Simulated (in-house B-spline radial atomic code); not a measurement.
RPA and G0W0 on LDA exchange-only: Cl²⁺

Configuration [Ne] 3s2 3p3, highest spin, mean-field start LDA exchange-only. Computed with an all-electron radial atomic-structure program (B-spline basis): all electrons, non-relativistic, point nucleus, each spin shell either full or empty, empty states to l = 9 with an (l + 1/2)⁻⁴ tail; G0W0 by contour deformation at full frequency.

Command:
```bash
python run_gw.py task.json out
```
Settings (radii: box in bohr, nucleus in fm):
```
Z                        17
electrons                15
configuration            [Ne] 3s2 3p3
hamiltonian              nr
method                   lda,
lmax                     9
spin_polarised           True
box_radius               17.55
intervals                49
```

Run time, properties included: 2.1 s on 1 thread of Intel(R) Xeon(R) Platinum 8488C (Sapphire Rapids) (shared host).

Energies (hartree):

```json
{"term": "mean-field total", "value": "-456.10330"}
{"term": "Hartree-Fock functional on these orbitals", "value": "-458.20985"}
{"term": "direct second order", "value": "-1.0446"}
{"term": "second-order exchange", "value": "0.382"}
{"term": "SOSEX correction", "value": "0.34132"}
```

What is the RPA correlation energy, and what remains with SOSEX?

RPA gives -0.90088 hartree (-1.63 eV per electron); RPA + SOSEX gives -0.55956, and the second-order doubles -0.66264 hartree (no singles). RPA lacks exchange-type terms and so overcorrelates at short range.

Quasi-particle levels (eV):

```
  level  occupied  mean field  Σx - vxc     Σc  QP weight     G0W0
  3p up       yes      -31.97     -7.77      ?          ?        ?
3s down       yes      -40.13     -6.60  -1.84      0.910   -48.58
3p down        no     -27.416      6.02  -3.05      0.921  -24.448
```

G0W0 = mean field + (Σx - vxc) + Σc, with Σc (partial-wave tail included) taken at the quasi-particle energy. Only the outer levels were computed. Levels of low weight are left out.

Where does G0W0 put 3p up?

At -39.53 eV, with Σc = 0.21 eV and a quasi-particle weight of 0.906. The tabulated removal energy is 39.8 ± 0.11 eV (NIST, semi-empirical); the calculation leaves out relativity, Breit and QED terms, and what these don't explain is the method's own error.
